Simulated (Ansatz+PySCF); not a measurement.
Two shapes of singlet TiO₂.

Shape 1:

```xyz
3

Ti    0.0000    0.0000   -0.3888
O     0.0000    1.3256    0.5346
O     0.0000   -1.3256    0.5346
```

Shape 2:

```xyz
3

Ti    0.0000    0.0000   -0.4199
O     0.0000    1.4317    0.5774
O     0.0000   -1.4317    0.5774
```

Basis set: def2-SVP (spherical functions). Correlated methods keep 7 orbitals frozen. Charge 0, multiplicity 1.

Computed with Ansatz (development build ahead of 0.2.0); each method stands on the lowest determinant of its kind that the runs found.

(1) Which shape is lower in energy, and by how much in each method?

Answers

(1)

```
     method  E(2) − E(1) (eV)
        RHF             1.147
        UHF            -0.322
    RHF-MP2             0.091
   RHF-CCSD             0.739
RHF-CCSD(T)             0.352
```

The methods disagree on the order. Caution: other spin multiplicities were not run; another spin multiplicity may lie lower. Caution for RHF, RHF-MP2, RHF-CCSD, RHF-CCSD(T): an unrestricted determinant lies well below. Caution for UHF: the unrestricted determinant is a mixture of spin states. Caution for RHF-MP2, RHF-CCSD, RHF-CCSD(T): large share of triples, a single reference is doubtful.
